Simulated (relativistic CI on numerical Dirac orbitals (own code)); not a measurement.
## Ag⁴⁺: 3p photoemission

Computed with this model: Dirac-Coulomb-Breit CI, KLI orbitals optimised for each configuration, QED by a radiative potential, valence Slater integrals scaled by 0.7, multiplet model of photoemission in the sudden approximation; configurations [Kr] 4d7 → [Ne] 3s2 3p5 3d10 4s2 4p6 4d7; 300 K; Lorentzian 2.8 eV and Gaussian 0.6 eV FWHM. Energies are those of the free ion, without screening or charge transfer. The energies are binding energies and can lie tens of eV above those of solids. S is read from ⟨S²⟩ = S(S + 1).

Field parameters in Wybourne normalisation: D4h B²₀ = −7Ds, B⁴₀ = 21(Dq − Dt), B⁴₄ = 21√(5/14) Dq. The field is a parameter set, without covalency.

free ion: ground-state S = 1.46, centroid 655.50 eV. Peaks (eV, height): 645.0 (100), 676.6 (54).

D4h, 10Dq = 25250, Ds = -1500, Dt = -590 cm⁻¹: ground-state S = 0.53, centroid 655.71 eV. Peaks (eV, height): 645.0 (100), 676.6 (53).

Strongest unbroadened transitions for D4h, 10Dq = 25250, Ds = -1500, Dt = -590 cm⁻¹:

```csv
Energy (eV),Relative strength
644.81,97.1
645.00,94.4
645.25,46.5
645.31,46.7
645.49,98.3
645.91,1.4
645.94,3.3
646.34,2.2
646.35,2.4
646.41,0.9
646.48,1.9
646.82,0.9
646.86,0.4
650.08,0.4
676.53,50.2
676.59,50.2
676.69,100.0
677.67,0.4
```
